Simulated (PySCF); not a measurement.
C5H6OS.
Bonds: C1–O2, O2–C3, C3–C4 (aromatic), C4–C5 (aromatic), C5–S6 (aromatic), S6–C7 (aromatic), C3–C7 (aromatic). Hydrogens: H8, H9, H10 on C1; H11 on C4; H12 on C5; H13 on C7.

NICS is the negative of the GIAO shielding at a point without a nucleus: at the ring centre (0) and 1 Å above and below it (1); zz is the component along the ring normal. Level: GIAO PBE0/pcSseg-1 (PySCF, non-relativistic, gas phase) on the GFN2-xTB geometry, one conformer.

Ring bond lengths (Å), with Mayer bond orders in brackets: C3–C4 1.425 (1.24), C4–C5 1.353 (1.59), C5–S6 1.718 (1.18), S6–C7 1.724 (1.11), C7–C3 1.363 (1.54).

Problem. What do the NICS probes read (ppm)?

Solution. 
```json
{"ring": "C3–C4–C5–S6–C7", "type": "5-membered ring with S; formal bonds all aromatic", "NICS(0)": "-13.4", "NICS(1), two faces": "-10.7 / -10.8", "NICS(1)zz, two faces": "-24.6 / -24.6", "rms pucker (Å)": "0.00", "centre to ring atoms, mean (Å)": "1.29"}
```

Problem. What do they say, and how far can they be read as aromaticity?

Solution. 
- C3–C4–C5–S6–C7: mean NICS(1)zz -24.6 ppm, shielded. For a flat ring without four-coordinate atoms the NICS criterion counts such a value as aromatic.

Problem. And the bond-length index? HOMA takes Krygowski's 1993 parameters.

Solution. 
- C3–C4–C5–S6–C7: HOMA 0.76; the largest term is that of C3–C4, α(R − Ropt)² = 0.35. The geometric and the magnetic index point the same way.

Problem. How shielded are the nuclei of the rings and their hydrogens (means over atoms taken as equivalent)?

Solution. 
```
atoms                        environment  σ isotropic (ppm)
   C3     aromatic carbon bearing oxygen               21.7
   C4                 aromatic CH carbon               61.7
   C5  aromatic CH next to a ring sulfur               53.7
   S6              thiophene-type sulfur              322.0
   C7  aromatic CH next to a ring sulfur               85.5
  H11                  aromatic hydrogen              24.83
  H12                  aromatic hydrogen              24.64
  H13                  aromatic hydrogen              25.93
```

The run took about 12 s of CPU time (one thread, shared machine). This is the whole shielding run at PBE0/pcSseg-1, SCF included.

Conformer computed: `[CH3:1][O:2][c:3]1[cH:4][cH:5][s:6][cH:7]1`: C1–O2–C3–C4 179°.
